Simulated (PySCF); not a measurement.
C3H6NO, SMILES [CH2]N(C)C=O, multiplicity 2.

The structure is a stationary point at PBE0-D3(BJ)/def2-SVP. The isomer is the one that the SMILES or the coordinates give; other isomers of the formula were not compared. The values are those of a single conformer.

Two levels are set side by side: PBE/def2-TZVP (PySCF) and r2SCAN/def2-TZVP (PySCF). Same geometry, gas phase. Differences are taken from unrounded values.

```json
[
 {"quantity": "α-spin orbital gap (eV)", "r2SCAN": "4.00", "PBE": "3.49", "PBE minus r2SCAN": "-0.51"},
 {"quantity": "β-spin orbital gap (eV)", "r2SCAN": "4.13", "PBE": "3.29", "PBE minus r2SCAN": "-0.83"},
 {"quantity": "dipole moment (D)", "r2SCAN": "4.06", "PBE": "3.96", "PBE minus r2SCAN": "-0.10"},
 {"quantity": "mean polarisability (bohr³)", "r2SCAN": "50.8", "PBE": "52.4", "PBE minus r2SCAN": "1.7"}
]
```

Rough cost on one machine, each run with all the roots and properties that it gave: r2SCAN against PBE about 3 times.
